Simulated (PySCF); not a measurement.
**Magnetic susceptibility: SMILES CC(=O)CP1(=O)CCC1, C$_{6}$H$_{11}$O$_{2}$P**

Geometry (Å), atoms numbered from 1 in this order:
```xyz
20

C     2.9880    0.2395   -0.6059
C     1.8055    0.7471    0.1588
O     1.5309    1.9154    0.2833
C     0.8990   -0.3277    0.7022
P    -0.3397   -0.5246   -0.6592
O     0.2412   -1.0313   -1.9068
C    -1.8841   -1.2494    0.0680
C    -2.4240    0.1746    0.3114
C    -1.4591    0.9428   -0.6160
H     3.6180   -0.3768    0.0320
H     3.5660    1.0670   -1.0081
H     2.6168   -0.3832   -1.4200
H     1.4053   -1.2818    0.8445
H     0.3930   -0.0010    1.6083
H    -1.8180   -1.8913    0.9429
H    -2.4337   -1.7721   -0.7148
H    -3.4752    0.2988    0.0565
H    -2.2861    0.4725    1.3497
H    -1.0699    1.8817   -0.2315
H    -1.8791    1.1103   -1.6079
```

Theory: GIAO B97-2/pcSseg-1 magnetisability, rotational g tensor and spin-rotation constants, non-relativistic, gas phase (PySCF). Geometry: GFN2-xTB.

Q: What are the magnetisability and the molar susceptibility?

A: Isotropic -1365 × 10⁻³⁰ J/T², or -82.2 × 10⁻⁶ cm³/mol; principal values -1471, -1368, -1256 × 10⁻³⁰ J/T², anisotropy 186 × 10⁻³⁰ J/T² (root of half the summed squared differences of the principal values). The susceptibility is in cgs units.

Q: Split it along the inertial axes a, b, c into diamagnetic and paramagnetic parts about the centre of mass, with the quadrupole moment.

A: 
| axis | χ (10⁻⁶ cm³/mol) | diamagnetic (10⁻⁶ cm³/mol) | paramagnetic (10⁻⁶ cm³/mol) | summed x² of all electrons (Å²) | quadrupole Θ (D Å) |
| --- | --- | --- | --- | --- | --- |
| a | -84.6 | -612.6 | 528.0 | 254.2 | +8.96 |
| b | -78.6 | -1296.5 | 1218.0 | 93.0 | -13.13 |
| c | -83.5 | -1473.0 | 1389.5 | 51.4 | +4.17 |

Anisotropies 2χaa − χbb − χcc = -7.1 and 2χbb − χaa − χcc = +10.9 × 10⁻⁶ cm³/mol. Θ is traceless in Buckingham's convention.

Q: And the rotational g tensor?

A: 
```tsv
axis	rotational constant (GHz)	g	nuclear part	electronic part
a	2.4837	-0.0362	0.5799	-0.6161
b	1.0447	-0.0118	0.5860	-0.5978
c	0.8950	-0.0123	0.5719	-0.5843
```
Asymmetric top; isotopes 12C, 1H, 16O, 31P; no vibrational averaging.
